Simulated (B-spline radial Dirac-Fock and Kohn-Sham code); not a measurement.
# Dipole and non-dipole photoemission parameters of K 2p1/2

System: the free potassium atom in the configuration 1s2 2s2 2p6 3s2 3p6 4s1; threshold 297.3 eV (tabulated edge). Calculated with a B-spline atomic structure program, using Dirac-Hartree-Slater photoionisation with a Latter tail; cross sections with all multipoles, angular parameters from the dipole term and its interference with E2.

For linearly polarised light dσ/dΩ = σ/(4π) [1 + β P₂(cos θ) + (δ + γ cos²θ) sin θ cos φ], with θ from the polarisation vector and φ the angle between the beam and the projection of the electron momentum on the plane normal to the polarisation.

```
hν (eV)  σ (kb)      β       γ      δ
    316     937  0.653  -0.059  0.008
    335     853  0.885  -0.062  0.008
    414     550  1.290  -0.014  0.013
    448     461  1.357   0.012  0.014
    600     228  1.463   0.127  0.017
    699     154  1.471   0.193  0.020
    880    82.4  1.449   0.297  0.024
 1486.9    18.2  1.305   0.534  0.041
   1940    8.08  1.199   0.648  0.056
   2520    3.55  1.083   0.754  0.074
   2780    2.59  1.037   0.792  0.083
   2940    2.16  1.011   0.814  0.088
 2984.4    2.06  1.004   0.819  0.089
   3380    1.37  0.945   0.865  0.102
   3500    1.22  0.928   0.878  0.106
   3630       ?      ?       ?      ?
   4960   0.376  0.765   1.000  0.150
   4990   0.368  0.762   1.002  0.151
   6000   0.194  0.679   1.062  0.179
  11200  0.0208  0.436   1.257  0.302
  12000  0.0161  0.413   1.279  0.318
  12100  0.0157  0.410   1.282  0.320
```

Question: Give the values at 3630 eV.

Answer: σ = 1.08 kb, β = 0.911, γ = 0.891, δ = 0.110.
